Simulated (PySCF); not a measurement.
# Nuclear quadrupole coupling in `Cc1cncn1[SiH3]`

Species: C₄H₈N₂Si.
Structure used (GFN2-xTB), in Å, numbered top down from 1:
```xyz
15
C4H8N2Si angstrom
C     -1.1061   -1.4395    0.3314
C     -0.8193    0.0026    0.1281
C     -1.6407    1.0889    0.1382
N     -0.9220    2.2262   -0.1005
C      0.3009    1.8334   -0.2505
N      0.4529    0.4788   -0.1253
Si     1.9386   -0.4335   -0.2599
H     -2.1682   -1.5762    0.5175
H     -0.5476   -1.8286    1.1829
H     -0.8277   -2.0173   -0.5500
H     -2.6990    1.1318    0.3010
H      1.1303    2.4804   -0.4530
H      2.9647    0.5669   -0.5300
H      1.7825   -1.3816   -1.3632
H      2.1564   -1.1241    1.0114
```

Field gradients from the PBE0/pcSseg-1 density (PySCF, non-relativistic), principal values in atomic units, ordered |Vxx| ≤ |Vyy| ≤ |Vzz|:

```csv
atom,Vxx,Vyy,Vzz
N4,0.4024,0.5591,-0.9615
N6,0.0792,0.3389,-0.4181
```

Problem. Find the asymmetry η = (Vxx − Vyy)/Vzz and the couplings χ = eQV/h (234.96 MHz × Q in barn × V in au), with Q(14N) = 0.02044 b.

Solution. 
```
atom             environment  nucleus     η  χzz (MHz)  χxx (MHz)  χyy (MHz)
  N4  pyridine-type nitrogen      14N  0.16     -4.618      1.933      2.685
  N6   pyrrole-type nitrogen      14N  0.62     -2.008      0.380      1.628
```

Problem. What is Vzz at N6 in SI units (1 au = 9.71736 × 10²¹ V/m²)?

Solution. -0.4181 au = -4.063 × 10²¹ V/m².

Problem. And the gradient at the other heavy atoms, for which no coupling is worked out here?

Solution. 
```csv
atom,environment,Vzz (au),η
C1,benzylic-type carbon,0.071,0.30
C2,substituted aromatic carbon,-0.239,0.57
C3,aromatic CH next to a ring nitrogen,-0.161,0.59
C5,aromatic CH next to a ring nitrogen,-0.242,0.17
Si7,SiH3 silicon,0.513,0.03
```

Were the hydrogens deuterons (Q(2H) = 0.00286 b), χzz would run from 107 kHz (H15 and H14) to 233 kHz (H11).

Geometry: GFN2-xTB; no solvent, vibrations or thermal averaging. GFN2-xTB bond lengths can be off by several hundredths of an ångström, more for odd bonds, and the gradients follow them. The small basis limits the accuracy of the gradients.

These values come from a run that also computed NMR shieldings. Hardware: one thread of an Intel Xeon at 2.70 GHz, no GPU (shared host). Cost: 39 s wall (with the writing of density and orbital grids), 0.75 GiB resident at most.
